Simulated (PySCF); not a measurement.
SMILES C1[SiH2]C[SiH2]1 (C2H8Si2), singlet (B3LYP/def2-SVP optimised geometry):

```
12

C     -0.770    -1.255    -1.704
Si    -1.534     0.501    -1.711
C     -0.770     0.899     0.000
Si     0.007    -0.852     0.000
H     -0.047    -1.453    -2.511
H     -1.501    -2.078    -1.697
H     -1.034     1.375    -2.815
H     -3.028     0.516    -1.729
H     -0.047     1.730     0.007
H     -1.501     1.081     0.803
H      1.501    -0.852     0.000
H     -0.471    -1.730     1.110
```

Method: B3LYP/def2-TZVP run with PySCF.

Question: What are the frontier orbital energies and the dipole moment?

Answer: HOMO-2 -8.49 eV, HOMO-1 -8.21 eV, HOMO -7.48 eV, LUMO -0.27 eV, LUMO+1 0.34 eV; dipole moment 0.01 D.

On the same geometry PBE/def2-TZVP (PySCF) gives HOMO-2 -7.40 eV, HOMO-1 -7.28 eV, HOMO -6.51 eV, LUMO -0.87 eV, LUMO+1 -0.38 eV; dipole moment 0.01 D.

Meta-Löwdin charges at B3LYP/def2-TZVP: C1 -0.70, Si2 0.65, C3 -0.70, Si4 0.65, H5 0.13, H6 0.13, H7 -0.11, H8 -0.11, H9 0.13, H10 0.13, H11 -0.11, H12 -0.11.
